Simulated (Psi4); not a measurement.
Cl$_{4}$Se (SMILES Cl[Se](Cl)(Cl)Cl), singlet, geometry from GFN2-xTB. Base run: HF/STO-3G (Psi4 1.11).

Psi4 was given this input:
```
memory 2 GB

molecule {
0 1
  Se   -0.00300693    0.00470149    0.44248318
  Cl    1.06172155   -1.32656609   -0.82096840
  Cl    1.81230429    1.45883554    0.39654014
  Cl   -1.05027581    1.30867012   -0.86332068
  Cl   -1.81773616   -1.45034255    0.40278258
}

set basis sto-3g

energy('scf')
print_variables()
```

Variants of this job, named by their change:

```tsv
change	basis functions	E (Eh)	dipole (D)	core-seconds (rough)
base	54	-4191.76121	0.14	2
basis = 3-21G	…	…	…	2
basis = cc-pVDZ	99	-4237.11636	0.16	3
basis = cc-pV(D+d)Z	…	…	…	4
basis = aug-cc-pVDZ	144	-4237.14060	0.41	4
basis = 6-311G**	148	-4237.74898	0.20	3
basis = pcseg-2	179	-4237.85345	0.32	4
basis = def2-TZVP	196	-4237.83247	0.35	5
basis = cc-pV(T+d)Z	…	…	…	8
basis = def2-TZVPP	216	-4237.83260	0.36	5
basis = def2-TZVPD	241	-4237.83581	0.39	5
basis = aug-cc-pVTZ	…	…	0.36	10
basis = cc-pVQZ	304	-4237.93133	0.35	20
```

Q: Complete the blanks.

A: 
- basis = 3-21G, basis functions: 75
- basis = 3-21G, E (Eh): -4217.53907
- basis = 3-21G, dipole (D): 0.15
- basis = cc-pV(D+d)Z, basis functions: 119
- basis = cc-pV(D+d)Z, E (Eh): -4237.12050
- basis = cc-pV(D+d)Z, dipole (D): 0.19
- basis = cc-pV(T+d)Z, basis functions: 199
- basis = cc-pV(T+d)Z, E (Eh): -4237.91277
- basis = cc-pV(T+d)Z, dipole (D): 0.34
- basis = aug-cc-pVTZ, basis functions: 259
- basis = aug-cc-pVTZ, E (Eh): -4237.91433

Totals compare only among sets that treat the same electrons; sets with core potentials leave the core out.
